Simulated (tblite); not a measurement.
Run record: tight-binding relaxation, `F[Si@@H]1CC(=S)[C@H](S)C1`.

Computed with GFN2-xTB geometry optimisation, gas phase (tblite 0.8.0). Start geometry: from a force field or distance geometry. A driver script takes a list of jobs; this job's settings line and coordinates (Å) are shown.

Command:
```bash
OMP_NUM_THREADS=1 python probes_run.py task.json out
```

Input:
```
{"job": {"kind": "relax", "xc": "GFN2-xTB", "basis": "xTB"}, "charge": 0, "multiplicity": 1}
F     -0.907300     0.496700     2.169300
Si    -1.177800    -0.399800     0.773100
C      0.364300    -1.401800     0.315600
C      1.080300    -0.474300    -0.586200
S      2.312400    -0.863100    -1.244400
C      0.455000     0.826500    -0.724000
S      0.903200     1.957700     0.648500
C     -1.042200     0.701100    -0.747000
H     -2.388300    -1.208500     0.800200
H      0.915700    -1.752200     1.184100
H      0.007700    -2.249100    -0.327500
H      0.767700     1.297000    -1.675700
H      1.652700     1.272200     1.613300
H     -1.383700     0.134000    -1.629100
H     -1.564100     1.671500    -0.592100
```

Output:
```
step      E/eV     max force
  0    -681.87136   12.304
  1    -682.51163    6.612
  2    -682.96859    3.251
  3    -683.15481    1.250
  4    -683.20500    0.598
  5    -683.32469    0.544
  6    -683.36176    0.665
  7    -683.39276    0.483
  8    -683.41338    0.322
  9    -683.42974    0.351
... (87 lines left out)
 97    -683.64533    0.020
 98    -683.64537    0.013
 99    -683.64540    0.013
100    -683.64544    0.016
101    -683.64548    0.026
102    -683.64552    0.030
103    -683.64558    0.025
104    -683.64563    0.012
105    -683.64565    0.011
106    -683.64565    0.008
```

«max force» is the largest atomic force in eV/Å.

Task: From which step on does the largest force stay under 0.1 eV/Å, and how much energy is left to gain from there?

Result: From step 68 (0.082 eV/Å), 10.4 meV above the end.

Summary of the converged run: energy lowered by 40.9 kcal/mol over 106 steps; largest atomic force 0.008 eV/Å at the end.

Task: Give the final coordinates.

Result: 0.514 Å rms from the input after alignment:
```
atom  x, y, z in Å
F1    -1.4196    0.0000    2.1902
Si2   -1.2813   -0.5731    0.6828
C3     0.4516   -1.3307    0.4513
C4     1.0498   -0.5807   -0.6932
S5     2.1071   -1.2284   -1.7384
C6     0.5399    0.8175   -0.8241
S7     1.4727    1.8717    0.3750
C8    -0.9639    0.8515   -0.5417
H9    -2.4338   -1.4185    0.4618
H10    1.0610   -1.1646    1.3445
H11    0.4910   -2.3999    0.2538
H12    0.8065    1.2452   -1.7921
H13    0.8740    1.3991    1.4689
H14   -1.4955    0.6842   -1.4792
H15   -1.2641    1.8346   -0.1813
```

Task: How long does this job take on one thread of an Arm Neoverse N1, no GPU, on a shared host?

Result: About 1.5 s.
Labels such as C1 count atoms from 1, the log's own numbers from 0.
